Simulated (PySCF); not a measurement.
C5H7BO, SMILES C[C@@H]1B(C#C)OC1. Geometry optimised at PBE-D3(BJ)/def2-SVP. The structure was generated by enumeration; whether it is a known compound was not checked.

Level of theory: PBE-D3(BJ)/def2-SVP (PySCF 2.14.0).

Harmonic wavenumbers (cm⁻¹): 100, 125, 162, 226, 268, 357, 459, 517, 612, 666, 722, 736, 853, 880, 943, 955, 1048, 1079, 1119, 1146, 1149, 1230, 1317, 1333, 1350, 1419, 1425, 1438, 2111, 2960, 2975, 2997, 3041, 3043, 3058, 3394. Rotational constants (GHz): 4.474, 1.896, 1.411; symmetry number 1.

### Question
Work out the zero-point energy and the ideal-gas rigid-rotor harmonic-oscillator thermochemistry at 298.15 K and 1 atm.

### Answer
ZPE = ½ Σ hcν = ½ × 47212 cm⁻¹ = 67.49 kcal/mol. H − E(el) = 72.83 kcal/mol. Entropy in cal/(mol K): translation 39.53, rotation 27.69, vibration 17.38, total 84.60. G − E(el) = 47.61 kcal/mol. Cp = 29.04 cal/(mol K). Modes under 150 cm⁻¹ make the vibrational entropy uncertain.
